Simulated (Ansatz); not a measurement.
Geometry optimisation, RHF/def2-SVP in Ansatz 0.2.0.

The input (input.yaml):

```yaml
crystal:
  periodic: [false, false, false]
  atoms:
    - { symbol: Zn, position_ang: [-0.28448, -0.082776, 0.061471] }
    - { symbol: O, position_ang: [-0.311103, -0.093974, 1.848008] }
    - { symbol: H, position_ang: [-1.068997, -0.316126, 2.363348] }
    - { symbol: Cl, position_ang: [-0.251842, -0.06712, -2.073519] }
    - { symbol: H, position_ang: [2.261322, 0.621472, 0.897289] }
    - { symbol: H, position_ang: [1.781199, 0.489325, 1.408303] }
basis:
  gaussian: { orbitals: def2-SVP }
hamiltonian:
  xc: hf
relax:
  f_tol: 0.03
  max_steps: 50
output:
  orbitals: {}
```

Run as:

```bash
$ ansatz run input.yaml --threads 1 --pin off --max-ram 2048MiB --backend cpu --events-out ev --progress --plain --runs-dir out
```

Q: Where does it end, and by what steps?

A: The run converged. After 3 steps the energy has fallen by 0.057 eV; H6 moved furthest, 0.26 Å.

```csv
step,energy less start (eV),largest force component (eV/Å),accepted
0,0.0000,1.139,yes
1,-0.0535,0.201,yes
2,-0.0557,0.102,yes
3,-0.0567,0.020,yes
```

```xyz
6
Properties=species:S:1:pos:R:3
Zn -0.398 -0.115 0.069
O -0.456 -0.137 1.847
H -1.225 -0.358 2.346
Cl -0.307 -0.082 -2.063
H 2.480 0.683 0.860
H 2.033 0.560 1.447
```

Whether the end is a true minimum wasn't checked by a vibrational analysis.

Time of the run: 11 s on 1 thread of Arm Neoverse N1, with other jobs on the host, peak memory 0.14 GiB.
